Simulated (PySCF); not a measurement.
Run record for `[H]/N=C\c1ccccc1S`: PBE0/6-31G, IEF-PCM chloroform, fitting basis def2-universal-jkfit, full TDDFT, 6 singlets.

Method: TDDFT PBE0/6-31G, vertical, IEF-PCM chloroform (non-equilibrium linear response), core orbitals frozen in the response (PySCF 2.14.0, density-fitted response routines). Geometry: GFN2-xTB. The command runs a driver script over a list of jobs; the input below is this job's line of settings and its coordinates in Å.

Command:
```bash
OMP_NUM_THREADS=1 python probes_run.py task.json out
```

Input:
```
{"job": {"kind": "uv", "xc": "PBE0", "basis": "6-31G", "solvent": "chloroform", "nstates": 6, "ntriplets": 2, "tda": false, "scf": {"aux": "def2-universal-jkfit"}}, "charge": 0, "multiplicity": 1}
N     -2.360218    -1.675671    -0.768926
C     -1.897096    -0.740344    -0.066266
C     -0.515187    -0.247803     0.005794
C      0.537123    -1.146408    -0.175837
C      1.853389    -0.752860    -0.046278
C      2.146683     0.566308     0.265903
C      1.123904     1.479826     0.426668
C     -0.202593     1.086175     0.293609
S     -1.417727     2.361350     0.472448
H     -1.684594    -2.127369    -1.385339
H     -2.614614    -0.250834     0.591109
H      0.301968    -2.179784    -0.390725
H      2.647900    -1.470484    -0.182711
H      3.172101     0.885290     0.375019
H      1.339796     2.513598     0.650719
H     -2.438433     1.707954    -0.076597
```

Problem. What does the run print?

Solution. 
```
final grid: 138800 points
cycle   1  E = -723.1735562812  dE =  1.742e+00  |g| = 4.162e-01  |ddm| = 4.346e+00
cycle   2  E = -723.1309179938  dE =  4.264e-02  |g| = 6.140e-01  |ddm| = 1.554e+00
cycle   3  E = -723.2198145787  dE = -8.890e-02  |g| = 1.018e-01  |ddm| = 8.330e-01
cycle   4  E = -723.2225640678  dE = -2.749e-03  |g| = 2.557e-02  |ddm| = 1.622e-01
cycle   5  E = -723.2227256061  dE = -1.615e-04  |g| = 8.319e-03  |ddm| = 4.743e-02
cycle   6  E = -723.2227447944  dE = -1.919e-05  |g| = 1.664e-03  |ddm| = 1.244e-02
cycle   7  E = -723.2227453939  dE = -5.995e-07  |g| = 8.646e-04  |ddm| = 3.541e-03
cycle   8  E = -723.2227456071  dE = -2.132e-07  |g| = 1.340e-04  |ddm| = 1.189e-03
cycle   9  E = -723.2227456108  dE = -3.706e-09  |g| = 6.010e-05  |ddm| = 2.351e-04
cycle  10  E = -723.2227456119  dE = -1.125e-09  |g| = 1.113e-05  |ddm| = 1.016e-04
cycle  11  E = -723.2227456119  dE = -2.251e-11  |g| = 6.725e-06  |ddm| = 2.646e-05
converged SCF energy = -723.2227456119

Static polarisability (au): isotropic 111.280, principal 42.174 143.837 147.829

Singlet excitations
state   eV       nm        f      main configurations
  1   4.3277    286.5   0.09402   H->L 0.89
  2   4.5514    272.4   0.00449   H-1->L 0.65, H-2->L 0.26
  3   5.3272    232.7   0.10058   H-2->L 0.41, H->L+1 0.35, H-1->L 0.15
  4   5.7627    215.1   0.45054   H->L+1 0.49, H-2->L 0.25, H-1->L 0.14
  5   6.0870    203.7   0.03632   H->L+2 0.46, H-1->L+1 0.13, H-2->L+1 0.12
  6   6.2884    197.2   0.04773   H-1->L+1 0.62, H-2->L+1 0.22

Triplet excitations (Tamm-Dancoff, eV): 3.4993 3.7782
```

H and L stand for HOMO and LUMO; the number after each pair is its weight.

Problem. Which computed singlet has the largest oscillator strength, and what do all of them sum to?

Solution. State 4 at 5.76 eV (215 nm), f = 0.451; the 6 states sum to 0.734.

Problem. How does the lowest singlet excitation compare with the HOMO–LUMO gap?

Solution. HOMO -6.54 eV and LUMO -1.25 eV give a gap of 5.29 eV; S1 at 4.33 eV lies 0.96 eV below it.

In short: SCF converged in 11 cycles with 99 basis and 856 fitting functions; HOMO -6.54 eV, LUMO -1.25 eV; lowest singlet 4.33 eV; lowest triplet 3.50 eV (Tamm–Dancoff); mean polarisability 111.3 au.

Geometry: GFN2-xTB, one conformer.

Time: 17 s of wall time; peak memory 0.73 GiB. Hardware: an Arm Neoverse V1 with one thread, shared host with 64 logical CPUs at a one-minute load of 50.

Shape of the structure used: `[H]/[N:1]=[CH:2]\[c:3]1[cH:4][cH:5][cH:6][cH:7][c:8]1[SH:9]`: N1–C2–C3–C4 -32°, H–S9–C8–C7 163°.
